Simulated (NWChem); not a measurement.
System: acetylacetone (C5H8O2); SMILES O=C(C)C=C(C)O

NWChem input:

```
start job
memory heap 200 mb stack 900 mb global 1100 mb
geometry units angstroms noautoz
  C      0.843696    -2.509823    -0.000914
  C     -0.011936    -1.260987     0.000301
  O     -1.229065    -1.338050     0.000929
  C      0.716149     0.008257     0.000432
  C      0.114901     1.228359     0.000210
  C     -1.353737     1.477296     0.000031
  O      0.823203     2.364340     0.000273
  H      1.496165    -2.531294    -0.888427
  H      1.500069    -2.530723     0.883709
  H      0.195947    -3.395021     0.000687
  H      1.811431    -0.031125     0.000538
  H     -1.542355     2.558403    -0.002783
  H     -1.824789     1.002907    -0.872033
  H     -1.824012     1.007976     0.875315
  H      1.766319     2.154807     0.000723
end
basis spherical
  * library def2-svp
end
dft
  xc slater vwn_5
  iterations 150
  vectors input atomic output neutral.movecs
end
task dft energy
charge 1
dft
  odft
  mult 2
  vectors input atomic output cation.movecs
end
task dft energy
```

Output (shortened):

```
             Northwest Computational Chemistry Package (NWChem) 7.3.0
             --------------------------------------------------------

 C1  symmetry detected

                             Geometry "geometry" -> ""
                             -------------------------

 Output coordinates in angstroms (scale by  1.889725989 to convert to a.u.)

  No.       Tag          Charge          X              Y              Z
 ---- ---------------- ---------- -------------- -------------- --------------
    1 C                    6.0000     0.81280281    -2.52077925    -0.00059985
    2 C                    6.0000    -0.02915886    -1.26268596     0.00027812
    3 O                    8.0000    -1.24705604    -1.32647041     0.00060817
    4 C                    6.0000     0.71272508    -0.00145786     0.00046758
    5 C                    6.0000     0.12481926     1.22512870    -0.00002480
    6 C                    6.0000    -1.34101641     1.49006771    -0.00059679
    7 O                    8.0000     0.84546804     2.35331747     0.00010474
    8 H                    1.0000     1.46522062    -2.54945407    -0.88794695
    9 H                    1.0000     1.46868774    -2.54874731     0.88418991
   10 H                    1.0000     0.15543804    -3.39886015     0.00092525
   11 H                    1.0000     1.80751238    -0.05278256     0.00085234
   12 H                    1.0000    -1.51783200     2.57316718    -0.00356399
   13 H                    1.0000    -1.81699611     1.02075641    -0.87273254
   14 H                    1.0000    -1.81660055     1.02599250     0.87461510
   15 H                    1.0000     1.78624265     2.13351144     0.00081197

 Effective nuclear repulsion energy (a.u.)     294.6313420882

                                 NWChem DFT Module
                                 -----------------

 Summary of "ao basis" -> "ao basis" (spherical)
 ------------------------------------------------------------------------------
       Tag                 Description            Shells   Functions and Types
 ---------------- ------------------------------  ------  ---------------------
 C                          def2-svp                 6       14   3s2p1d
 O                          def2-svp                 6       14   3s2p1d
 H                          def2-svp                 3        5   2s1p

            General Information
            -------------------
          SCF calculation type: DFT
          Wavefunction type:  closed shell.
          No. of atoms     :    15
          No. of electrons :    54
           Alpha electrons :    27
            Beta electrons :    27
          Charge           :     0
          Spin multiplicity:     1
          Use of symmetry is: off; symmetry adaption is: off
          Maximum number of iterations: 150
          AO basis - number of functions:   138
                     number of shells:    66
          Convergence on energy requested:  1.00D-06
          Convergence on density requested:  1.00D-05
          Convergence on gradient requested:  5.00D-04

              XC Information
              --------------
                        Slater Exchange Functional  1.000 local
                      VWN V Correlation Functional  1.000 local

             Grid Information
             ----------------
          Grid used for XC integration:  medium
          Radial quadrature: Mura-Knowles
          Angular quadrature: Lebedev.
          Tag              B.-S. Rad. Rad. Pts. Rad. Cut. Ang. Pts.
          ---              ---------- --------- --------- ---------
          C                   0.70       49          13.0       434
          O                   0.60       49          13.0       434
          H                   0.35       45          14.0       434
          Grid pruning is: on
          Number of quadrature shells:   703
          Spatial weights used:  Erf1

      Superposition of Atomic Density Guess
      -------------------------------------

 Sum of atomic energies:        -341.50059245

      Non-variational initial energy
      ------------------------------

 Total energy =    -345.694804
 1-e energy   =   -1046.984550
 2-e energy   =     406.658403
 HOMO         =      -0.283970
 LUMO         =      -0.032224

   convergence    iter        energy       DeltaE   RMS-Dens  Diis-err
 ---------------- ----- ----------------- --------- --------- ---------
 d= 0,ls=0.0,diis     1   -342.4758441423 -6.37D+02  2.66D-02  1.91D+00
 d= 0,ls=0.5,diis     2   -339.8125057856  2.66D+00  8.14D-03  1.65D+01
 d= 0,ls=0.5,diis     3   -341.1812324349 -1.37D+00  6.09D-03  7.13D+00
 d= 0,ls=0.5,diis     4   -341.7698712165 -5.89D-01  4.14D-03  3.17D+00
 d= 0,ls=0.5,diis     5   -342.0475640088 -2.78D-01  4.19D-03  1.19D+00
 d= 0,ls=0.5,diis     6   -342.2134867964 -1.66D-01  2.97D-03  2.40D-01
 d= 0,ls=0.5,diis     7   -342.2639235678 -5.04D-02  2.35D-03  4.73D-02
  Resetting Diis
 d= 0,ls=0.5,diis     8   -342.2848380779 -2.09D-02  2.58D-03  1.66D-02
 d= 0,ls=0.5,diis     9   -342.3065974188 -2.18D-02  3.33D-03  3.54D-02
 d= 0,ls=0.5,diis    10   -342.3492769663 -4.27D-02  4.10D-03  4.94D-02
 d= 0,ls=0.5,diis    11   -342.4192479262 -7.00D-02  4.90D-03  8.28D-02
 d= 0,ls=0.5,diis    12   -342.4739919146 -5.47D-02  4.12D-03  3.98D-01
 d= 0,ls=0.5,diis    13   -342.4888647076 -1.49D-02  3.21D-03  8.18D-01
 d= 0,ls=0.5,diis    14   -342.4652174317  2.36D-02  2.07D-03  1.32D+00
 d= 0,ls=0.5,diis    15   -342.4587946335  6.42D-03  1.41D-03  1.50D+00
 d= 0,ls=0.5,diis    16   -342.4802001511 -2.14D-02  1.00D-03  1.35D+00
 d= 0,ls=0.5,diis    17   -342.4978370246 -1.76D-02  6.70D-04  1.23D+00
 d= 0,ls=0.5,diis    18   -342.5088237022 -1.10D-02  4.67D-04  1.16D+00
 d= 0,ls=0.5,diis    19   -342.5168550214 -8.03D-03  3.14D-04  1.10D+00
 d= 0,ls=0.5,diis    20   -342.5212314094 -4.38D-03  2.13D-03  1.07D+00
 d= 0,ls=0.5,diis    21   -342.5831190537 -6.19D-02  1.85D-03  5.25D-01
 d= 0,ls=0.5,diis    22   -342.6196502843 -3.65D-02  2.01D-03  2.44D-01
 d= 0,ls=0.5,diis    23   -342.6432864600 -2.36D-02  1.16D-03  6.36D-02
 d= 0,ls=0.5,diis    24   -342.6510322809 -7.75D-03  5.49D-04  2.02D-02
 d= 0,ls=0.5,diis    25   -342.6537230985 -2.69D-03  3.39D-04  8.25D-03
 d= 0,ls=0.5,diis    26   -342.6548574914 -1.13D-03  2.17D-04  3.97D-03
 d= 0,ls=0.5,diis    27   -342.6553613840 -5.04D-04  1.42D-04  2.19D-03
 d= 0,ls=0.5,diis    28   -342.6556204659 -2.59D-04  9.89D-05  1.31D-03
 d= 0,ls=0.5,diis    29   -342.6557591761 -1.39D-04  7.05D-05  8.29D-04
 d= 0,ls=0.5,diis    30   -342.6558369119 -7.77D-05  5.12D-05  5.55D-04
 d= 0,ls=0.5,diis    31   -342.6558866550 -4.97D-05  4.11D-05  3.58D-04
 d= 0,ls=0.5,diis    32   -342.6559205442 -3.39D-05  3.13D-05  2.06D-04
 d= 0,ls=0.5,diis    33   -342.6559401931 -1.96D-05  2.52D-05  1.21D-04
 d= 0,ls=0.5,diis    34   -342.6559527812 -1.26D-05  1.88D-05  6.79D-05
 d= 0,ls=0.5,diis    35   -342.6559598160 -7.03D-06  1.44D-05  3.90D-05
 d= 0,ls=0.5,diis    36   -342.6559638796 -4.06D-06  1.10D-05  2.29D-05
 d= 0,ls=0.5,diis    37   -342.6559662249 -2.35D-06  8.45D-06  1.36D-05
 d= 0,ls=0.5,diis    38   -342.6559676327 -1.41D-06  6.43D-06  7.98D-06
 d= 0,ls=0.5,diis    39   -342.6559684526 -8.20D-07  4.93D-06  4.79D-06

         Total DFT energy =     -342.655968940358
      One electron energy =    -1052.913783169686
           Coulomb energy =      459.888755910350
    Exchange-Corr. energy =      -44.262283769177
 Nuclear repulsion energy =      294.631342088156

 Numeric. integr. density =       54.000036844246

                       DFT Final Molecular Orbital Analysis
                       ------------------------------------

 Vector   25  Occ=2.000000D+00  E=-3.107283D-01
              MO Center= -1.1D-01, -1.6D+00, -7.0D-04, r^2= 2.9D+00
   Bfn.  Coefficient  Atom+Function         Bfn.  Coefficient  Atom+Function
  ----- ------------  ---------------      ----- ------------  ---------------
    34      0.403254   3 O  pz               20      0.269494   2 C  pz
     6     -0.266218   1 C  pz               37      0.253811   3 O  pz
    99      0.203218   8 H  s               104     -0.202619   9 H  s
    23      0.169379   2 C  pz                9     -0.125273   1 C  pz
    48      0.111027   4 C  pz              100      0.109238   8 H  s

 Vector   26  Occ=2.000000D+00  E=-2.142373D-01
              MO Center=  2.7D-01,  4.0D-01,  3.7D-04, r^2= 2.9D+00
   Bfn.  Coefficient  Atom+Function         Bfn.  Coefficient  Atom+Function
  ----- ------------  ---------------      ----- ------------  ---------------
    48      0.415774   4 C  pz               51      0.334006   4 C  pz
    90     -0.304180   7 O  pz               34     -0.267829   3 O  pz
    62      0.258564   5 C  pz               93     -0.242425   7 O  pz
    37     -0.196898   3 O  pz               65      0.129798   5 C  pz
   129     -0.072165  14 H  s                76     -0.071720   6 C  pz

 Vector   27  Occ=2.000000D+00  E=-1.908073D-01
              MO Center= -7.5D-01, -1.3D+00,  4.5D-04, r^2= 1.9D+00
   Bfn.  Coefficient  Atom+Function         Bfn.  Coefficient  Atom+Function
  ----- ------------  ---------------      ----- ------------  ---------------
    33      0.578362   3 O  py               36      0.400844   3 O  py
     3      0.318510   1 C  s                45     -0.246089   4 C  s
    50      0.231478   4 C  py               22      0.191678   2 C  py
    47      0.165896   4 C  py                5      0.162923   1 C  py
     4     -0.161601   1 C  px                7     -0.141091   1 C  px

 Vector   28  Occ=0.000000D+00  E=-6.898800D-02
              MO Center= -1.0D-01, -9.4D-03,  2.4D-04, r^2= 3.6D+00
   Bfn.  Coefficient  Atom+Function         Bfn.  Coefficient  Atom+Function
  ----- ------------  ---------------      ----- ------------  ---------------
    62      0.443603   5 C  pz               65      0.441942   5 C  pz
    20     -0.363329   2 C  pz               34      0.327202   3 O  pz
    37      0.304308   3 O  pz               23     -0.290410   2 C  pz
    90     -0.227785   7 O  pz               93     -0.228291   7 O  pz
    51     -0.210920   4 C  pz               48     -0.139669   4 C  pz

 Vector   29  Occ=0.000000D+00  E= 8.145437D-03
              MO Center=  1.9D+00,  1.6D+00,  1.1D-03, r^2= 3.4D+00
   Bfn.  Coefficient  Atom+Function         Bfn.  Coefficient  Atom+Function
  ----- ------------  ---------------      ----- ------------  ---------------
   135      1.106711  15 H  s               115      0.732094  11 H  s
    87     -0.638193   7 O  s                73     -0.613241   6 C  s
    49     -0.545738   4 C  px                3     -0.503769   1 C  s
    59     -0.332733   5 C  s                64      0.330030   5 C  py
    50      0.324123   4 C  py               91     -0.299822   7 O  px

 Vector   30  Occ=0.000000D+00  E= 2.162648D-02
              MO Center=  1.9D-01, -5.2D-01,  8.5D-05, r^2= 4.4D+00
   Bfn.  Coefficient  Atom+Function         Bfn.  Coefficient  Atom+Function
  ----- ------------  ---------------      ----- ------------  ---------------
    51      0.538827   4 C  pz              100     -0.509749   8 H  s
   105      0.509372   9 H  s                23     -0.422263   2 C  pz
   125     -0.415639  13 H  s               130      0.415840  14 H  s
    20     -0.402471   2 C  pz               48      0.334888   4 C  pz
    65     -0.336060   5 C  pz                9     -0.322917   1 C  pz

     Multipole analysis of the density
     ---------------------------------

     L   x y z        total         alpha         beta         nuclear
     -   - - -        -----         -----         ----         -------
     0   0 0 0     -0.000000    -27.000000    -27.000000     54.000000

     1   1 0 0      1.192128      0.596064      0.596064      0.000000
     1   0 1 0      0.499255      0.249627      0.249627     -0.000000
     1   0 0 1     -0.000095     -0.000047     -0.000047      0.000000

     2   2 0 0    -28.869469   -113.980240   -113.980240    199.091011
     2   1 1 0     -1.409654      9.857406      9.857406    -21.124466
     2   1 0 1      0.002458     -0.001414     -0.001414      0.005286
     2   0 2 0    -31.623572   -312.601572   -312.601572    593.579572
     2   0 1 1      0.004280     -0.003285     -0.003285      0.010849
     2   0 0 2    -31.568160    -21.313658    -21.313658     11.059155

                                 NWChem DFT Module
                                 -----------------

            General Information
            -------------------
          SCF calculation type: DFT
          Wavefunction type:  spin polarized.
          No. of atoms     :    15
          No. of electrons :    53
           Alpha electrons :    27
            Beta electrons :    26
          Charge           :     1
          Spin multiplicity:     2
          Use of symmetry is: off; symmetry adaption is: off
          Maximum number of iterations: 150
          AO basis - number of functions:   138
                     number of shells:    66
          Convergence on energy requested:  1.00D-06
          Convergence on density requested:  1.00D-05
          Convergence on gradient requested:  5.00D-04

              XC Information
              --------------
                        Slater Exchange Functional  1.000 local
                      VWN V Correlation Functional  1.000 local

             Grid Information
             ----------------
          Grid used for XC integration:  medium
          Radial quadrature: Mura-Knowles
          Angular quadrature: Lebedev.
          Tag              B.-S. Rad. Rad. Pts. Rad. Cut. Ang. Pts.
          ---              ---------- --------- --------- ---------
          C                   0.70       49          13.0       434
          O                   0.60       49          13.0       434
          H                   0.35       45          14.0       434
          Grid pruning is: on
          Number of quadrature shells:   703
          Spatial weights used:  Erf1

      Superposition of Atomic Density Guess
      -------------------------------------

 Sum of atomic energies:        -341.50059245

 Renormalizing density from      54.00 to     53

      Non-variational initial energy
      ------------------------------

 Total energy =    -341.228166
 1-e energy   =   -1027.595947
 2-e energy   =     391.736439
 HOMO         =      -0.555486
 LUMO         =      -0.307325

[...]
```

Level: LDA (Slater exchange, VWN5)/def2-SVP, vertical spin-unrestricted ions. Structure relaxed at the PBE0/def2-SVP level.
